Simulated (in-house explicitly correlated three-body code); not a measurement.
Computed with an exponentially correlated three-body code. Model: two electrons around a point charge, non-relativistic, variational in 260 exponentially correlated functions (energies converged to about 1e-7 hartree, or 1e-8 relative for large Z).

The wave function depends on r1, r2 and r12, so the cusp where the electrons meet is built in. Binding is counted against the one-electron ion, and the quantum defect is n less (Z − 1)/√(2 × binding).

Command:
```bash
python run_hyl.py task.json out
```
Settings (lengths in bohr, energies in hartree):
```
Z                      1.6
interaction_strength   1
functions              260
states_tried           13
```

Time taken, with all properties: 38 s on 1 thread of Intel(R) Xeon(R) Platinum 8375C CPU @ 2.90GHz (Ice Lake), with other jobs on the host.

**Those bound S and P states to n = 4 that converged, binding against the one-electron ion.**

Given: nuclear charge 1.6.

Computed: one-electron threshold -1.28 hartree.

```csv
term,energy (hartree),binding (eV),quantum defect
1 1S,-1.71298434,11.782,0.35524
2 3S,-1.35196388,1.9582,0.41846
2 1S,-1.33739994,1.5619,0.22916
2 3P,-1.32758026,1.2947,0.054985
2 1P,-1.32486704,1.2209,-0.0029612
3 3S,?,?,?
3 1S,-1.30330835,0.63425,0.22105
3 3P,-1.30082497,0.56668,0.060022
3 1P,-1.29993569,0.54248,-0.0048346
4 3S,-1.29394406,0.37944,0.40713
4 1S,?,?,?
4 3P,-1.29160476,0.31578,0.061615
4 1P,-1.2912196,0.3053,-0.0054159
```

Q: What belongs in the row 3 3S?

A: energy (hartree): -1.30682499; binding (eV): 0.72995; quantum defect: 0.4096.

Q: What belongs in the row 4 1S?

A: energy (hartree): -1.29258858; binding (eV): 0.34255; quantum defect: 0.21864.

**Converged states only, values per electron or pair.**

```json
{"term": "1 1S", "mean r (bohr)": "1.2415", "mean r squared (bohr²)": "2.1642", "mean inverse r (1/bohr)": "1.2885", "mean r12 (bohr)": "1.9234", "mean inverse r12 (1/bohr)": "0.69729", "mean cosine": "-0.078514", "mean p1 dot p2 (bohr⁻²)": "0.10814", "delta r1 (bohr⁻³)": "0.85133", "delta r12 (bohr⁻³)": "0.03933"}
{"term": "2 3S", "mean r (bohr)": "3.6494", "mean r squared (bohr²)": "24.49", "mean inverse r (1/bohr)": "0.90325", "mean r12 (bohr)": "6.4656", "mean inverse r12 (1/bohr)": "0.18647", "mean cosine": "-0.01621", "mean p1 dot p2 (bohr⁻²)": "0.0037322", "delta r1 (bohr⁻³)": "0.66601", "delta r12 (bohr⁻³)": "-"}
{"term": "2 1S", "mean r (bohr)": "4.4477", "mean r squared (bohr²)": "37.51", "mean inverse r (1/bohr)": "0.88607", "mean r12 (bohr)": "8.0356", "mean inverse r12 (1/bohr)": "0.16061", "mean cosine": "-0.012703", "mean p1 dot p2 (bohr⁻²)": "0.0048782", "delta r1 (bohr⁻³)": "0.66229", "delta r12 (bohr⁻³)": "0.0021476"}
{"term": "2 3P", "mean r (bohr)": "4.3276", "mean r squared (bohr²)": "36.795", "mean inverse r (1/bohr)": "0.88039", "mean r12 (bohr)": "7.8085", "mean inverse r12 (1/bohr)": "0.16208", "mean cosine": "-0.022279", "mean p1 dot p2 (bohr⁻²)": "-0.016802", "delta r1 (bohr⁻³)": "0.64781", "delta r12 (bohr⁻³)": "-"}
{"term": "2 1P", "mean r (bohr)": "4.6617", "mean r squared (bohr²)": "42.702", "mean inverse r (1/bohr)": "0.8743", "mean r12 (bohr)": "8.4549", "mean inverse r12 (1/bohr)": "0.14803", "mean cosine": "-0.0081384", "mean p1 dot p2 (bohr⁻²)": "0.011089", "delta r1 (bohr⁻³)": "0.65196", "delta r12 (bohr⁻³)": "9.6739e-05"}
{"term": "3 3S", "mean r (bohr)": "?", "mean r squared (bohr²)": "?", "mean inverse r (1/bohr)": "?", "mean r12 (bohr)": "?", "mean inverse r12 (1/bohr)": "?", "mean cosine": "?", "mean p1 dot p2 (bohr⁻²)": "?", "delta r1 (bohr⁻³)": "?", "delta r12 (bohr⁻³)": "-"}
{"term": "3 1S", "mean r (bohr)": "10.158", "mean r squared (bohr²)": "213.84", "mean inverse r (1/bohr)": "0.8364", "mean r12 (bohr)": "19.409", "mean inverse r12 (1/bohr)": "0.069876", "mean cosine": "-0.0035128", "mean p1 dot p2 (bohr⁻²)": "0.001282", "delta r1 (bohr⁻³)": "0.65462", "delta r12 (bohr⁻³)": "0.00057218"}
{"term": "3 3P", "mean r (bohr)": "10.415", "mean r squared (bohr²)": "229.41", "mean inverse r (1/bohr)": "0.83501", "mean r12 (bohr)": "19.928", "mean inverse r12 (1/bohr)": "0.070395", "mean cosine": "-0.0065399", "mean p1 dot p2 (bohr⁻²)": "-0.0051948", "delta r1 (bohr⁻³)": "0.65064", "delta r12 (bohr⁻³)": "-"}
{"term": "3 1P", "mean r (bohr)": "10.93", "mean r squared (bohr²)": "252.53", "mean inverse r (1/bohr)": "0.83307", "mean r12 (bohr)": "20.951", "mean inverse r12 (1/bohr)": "0.065968", "mean cosine": "-0.0022359", "mean p1 dot p2 (bohr⁻²)": "0.0036412", "delta r1 (bohr⁻³)": "0.65193", "delta r12 (bohr⁻³)": "3.3243e-05"}
{"term": "4 3S", "mean r (bohr)": "16.628", "mean r squared (bohr²)": "589.02", "mean inverse r (1/bohr)": "0.82181", "mean r12 (bohr)": "32.338", "mean inverse r12 (1/bohr)": "0.041893", "mean cosine": "-0.0015101", "mean p1 dot p2 (bohr⁻²)": "0.00033306", "delta r1 (bohr⁻³)": "0.65314", "delta r12 (bohr⁻³)": "-"}
{"term": "4 1S", "mean r (bohr)": "?", "mean r squared (bohr²)": "?", "mean inverse r (1/bohr)": "?", "mean r12 (bohr)": "?", "mean inverse r12 (1/bohr)": "?", "mean cosine": "?", "mean p1 dot p2 (bohr⁻²)": "?", "delta r1 (bohr⁻³)": "?", "delta r12 (bohr⁻³)": "?"}
{"term": "4 3P", "mean r (bohr)": "19.005", "mean r squared (bohr²)": "781.31", "mean inverse r (1/bohr)": "0.81947", "mean r12 (bohr)": "37.092", "mean inverse r12 (1/bohr)": "0.039083", "mean cosine": "-0.0027254", "mean p1 dot p2 (bohr⁻²)": "-0.0021965", "delta r1 (bohr⁻³)": "0.65139", "delta r12 (bohr⁻³)": "-"}
{"term": "4 1P", "mean r (bohr)": "19.696", "mean r squared (bohr²)": "838.89", "mean inverse r (1/bohr)": "0.81863", "mean r12 (bohr)": "38.47", "mean inverse r12 (1/bohr)": "0.037191", "mean cosine": "-0.00092113", "mean p1 dot p2 (bohr⁻²)": "0.0015842", "delta r1 (bohr⁻³)": "0.65191", "delta r12 (bohr⁻³)": "1.4648e-05"}
```

Q: What belongs in the row 3 3S?

A: mean r (bohr): 8.889; mean r squared (bohr²): 162.24; mean inverse r (1/bohr): 0.84089; mean r12 (bohr): 16.878; mean inverse r12 (1/bohr): 0.077205; mean cosine: -0.0039525; mean p1 dot p2 (bohr⁻²): 0.00087969; delta r1 (bohr⁻³): 0.6552.

Q: What belongs in the row 4 1S?

A: mean r (bohr): 18.368; mean r squared (bohr²): 721.5; mean inverse r (1/bohr): 0.82002; mean r12 (bohr): 35.815; mean inverse r12 (1/bohr): 0.038874; mean cosine: -0.0014232; mean p1 dot p2 (bohr⁻²): 0.00051137; delta r1 (bohr⁻³): 0.65298; delta r12 (bohr⁻³): 0.00022992.

**Electric-dipole lines between converged S and P states, rate of the upper state's decay.**

| s state | p state | p minus s (eV) | oscillator strength from s | rate (1/s) |
| --- | --- | --- | --- | --- |
| 1 1S | 2 1P | 10.561 | 0.157 | 2.5329e+08 |
| 1 1S | 3 1P | 11.24 | 0.044697 | 8.1671e+07 |
| 1 1S | 4 1P | 11.477 | 0.018564 | 3.5367e+07 |
| 2 1S | 2 1P | 0.34104 | 0.54113 | 910330 |
| 2 1S | 3 1P | 1.0195 | 0.070826 | 1.0647e+06 |
| 2 1S | 4 1P | 1.2566 | 0.027435 | 626620 |
| 3 1S | 2 1P | -0.58664 | -0.21036 | 3.1414e+06 |
| 3 1S | 3 1P | 0.091775 | 0.88457 | 107760 |
| 3 1S | 4 1P | 0.32895 | 0.056678 | 88709 |
| 4 1S | 2 1P | -0.87834 | -0.032966 | 1.1036e+06 |
| 4 1S | 3 1P | ? | ? | ? |
| 4 1S | 4 1P | 0.037252 | 1.2033 | 24153 |
| 2 3S | 2 3P | 0.66351 | 0.7308 | 4.6536e+06 |
| 2 3S | 3 3P | 1.3916 | 0.0067453 | 188930 |
| 2 3S | 4 3P | 1.6425 | 0.0052961 | 206650 |
| 3 3S | 2 3P | -0.56478 | -0.31808 | 4.4026e+06 |
| 3 3S | 3 3P | ? | ? | ? |
| 3 3S | 4 3P | 0.41416 | 0.00056913 | 1412 |
| 4 3S | 2 3P | -0.91529 | -0.0377 | 1.3705e+06 |
| 4 3S | 3 3P | -0.18724 | -0.64602 | 982760 |
| 4 3S | 4 3P | 0.063656 | 1.6081 | 94251 |

Q: What belongs in the row 4 1S 3 1P?

A: p minus s (eV): -0.19993; oscillator strength from s: -0.43447; rate (1/s): 753540.

Q: What belongs in the row 3 3S 3 3P?

A: p minus s (eV): 0.16327; oscillator strength from s: 1.1891; rate (1/s): 458470.

**Functionals on the exact density and self-consistent, errors are functional minus exact, hybrids only self-consistent, a dash where a self-consistent run leaves the top level unbound.**

```tsv
result	exchange error (millihartree)	correlation error (millihartree)	functional driven error (millihartree)	density driven error (millihartree)	self consistent total error (millihartree)	top level plus exact binding (eV)
LDA PW92	104.85	-58.829	46.023	-1.3993	44.623	6.3151
r2SCAN	-5.8194	5.1365	-0.68291	-0.20983	-0.89274	5.7634
M06-L	-9.8911	4.3623	-5.5288	-2.271	-7.7998	5.7481
PBE0	-	-	-	-	5.4603	4.4553
LDA VWN5	104.85	-59.075	45.777	-1.3838	44.393	6.3133
wB97X	-	-	-	-	-1.847	1.6911
TPSS	-5.5713	0.53369	-5.0376	-0.24239	-5.28	5.9347
PBE	5.245	1.7372	6.9822	-0.80778	6.1744	6.2514
PW91	?	?	?	?	?	?
BP86	-3.4446	-1.976	-5.4205	-0.60303	-6.0236	6.1211
BLYP	-3.4446	0.61345	-2.8311	-1.1722	-4.0033	6.1782
r2SCAN0	-	-	-	-	0.72339	4.108
HSE06	-	-	-	-	?	?
OLYP	-3.3489	0.61345	-2.7355	-1.2573	-3.9928	6.2757
```

Q: What belongs in the row PW91?

A: exchange error (millihartree): 2.8673; correlation error (millihartree): -1.2557; functional driven error (millihartree): 1.6116; density driven error (millihartree): -0.85138; self consistent total error (millihartree): 0.76022; top level plus exact binding (eV): 6.1776.

Q: What belongs in the row HSE06?

A: self consistent total error (millihartree): 4.5165; top level plus exact binding (eV): 4.859.

The density-driven part is never positive, since each functional's own density lowers its energy. Here it is small beside the functional-driven part (median ratio 0.21), the normal case.
